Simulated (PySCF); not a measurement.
Vertical excitations of a molecule C5H10 from TDA-PBE/def2-SVPD in PySCF 2.14.0, as energy in eV (oscillator strength): 6.02 (0.019), 6.84 (0.008), 6.88 (0.070), 7.10 (0.148), 7.35 (0.000), 7.47 (0.026), 7.59 (0.251), 7.89 (0.008), 7.95 (0.016), 7.99 (0.032). Lowest triplet (TDA): 4.37 eV. Geometry: PBE0-D3(BJ)/def2-SVP. One conformer was computed; it need not be the lowest.

Question: Identify the compound among the candidates.
(A) CCC1CC1
(B) CC1CCC1
(C) C=C(C)CC
(D) C/C=C/CC

Answer: C, C=C(C)CC
